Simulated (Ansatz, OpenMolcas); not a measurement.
# AgI (SMILES [Ag][I]): the vertical energy of the triplet above the singlet from total energies

The species is AgI (2 atoms), meant as a singlet with charge 0. As SMILES, `[Ag][I]`. Geometry: the measured bond length.

```tsv
atom	x (Å)	y (Å)	z (Å)
Ag	0.0000	0.0000	0.0000
I	0.0000	0.0000	2.5446
```

Both states at this one shape; open shells run unrestricted unless said. 1 Eh = 27.2114 eV.

| level | program | singlet AgI (Eh) | triplet AgI (Eh) |
| --- | --- | --- | --- |
| BLYP/def2-TZVPPD (core potential) | Ansatz | -444.659974 | -444.569743 |
| TPSS/def2-TZVPPD (core potential) | OpenMolcas | -444.578309 | -444.484049 |
| CCSD/def2-TZVPPD (core potential), 4 core orbitals frozen | Ansatz | -443.935728 | -443.832165 |

Work out the vertical gap, second state less first, at each level.


1. BLYP/def2-TZVPPD (core potential): -444.569743 − (-444.659974) = 0.090231 Eh = 2.46 eV.
2. TPSS/def2-TZVPPD (core potential): -444.484049 − (-444.578309) = 0.094260 Eh = 2.56 eV.
3. CCSD/def2-TZVPPD (core potential): -443.832165 − (-443.935728) = 0.103563 Eh = 2.82 eV.

No measured value is set beside it here; the levels span 2.46 to 2.82 eV. Spin-orbit coupling, which splits open shells on such heavy atoms by tenths of an eV, is left out.
